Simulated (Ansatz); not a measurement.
# Ligand exchange: C4H9F + GeH2F2 → C3H6F2 + GeH2(CH3)F

Species: C4H9F (2-fluorobutane) `CCC(C)F`, singlet; GeH2F2 (difluorogermane) `[F][GeH2][F]`, singlet; C3H6F2 `CC(F)CF`, singlet; GeH2(CH3)F, singlet. The partners trade CH3 for F: C–CH3 and Ge–F bonds give way to C–F and Ge–CH3.

Shapes, held fixed at every level: PBE0-D4/def2-TZVP. Flexible molecules stand in one conformer, not always the lowest. Programs: Ansatz 0.2.0. The zero-point and thermal change to 298 K, harmonic and unscaled (PBE0-D4/def2-TZVP), is -2.8 kJ/mol.

```
              level                   kind  ΔH(298 K) (kJ/mol)  less CCSD(T)/def2-TZVPP
   SPW92/def2-TZVPP                    LDA              +105.8                     -9.7
BHLYP-D4/def2-TZVPP          global hybrid              +113.7                     -1.8
 PBE0-D4/def2-TZVPP          global hybrid              +108.9                     -6.6
  B2PLYP/def2-TZVPP          double hybrid              +115.2                     -0.3
       MP2/def2-SVP    perturbation theory              +133.7                    +18.2
   CCSD(T)/def2-SVP  coupled cluster or CI              +125.4                     +9.9
 CCSD(T)/def2-TZVPP  coupled cluster or CI              +115.5                      0.0
```

The highest level, CCSD(T)/def2-TZVPP, gives ΔH(298 K) = +115.5 kJ/mol; the levels span +105.8 to +133.7. The column of differences is taken from that level and isn't an error. No measured value is set beside it here. Relativity is left out for Ge unless named. Correlated rows may include outer-core shells of Ge, which these sets cover unevenly.
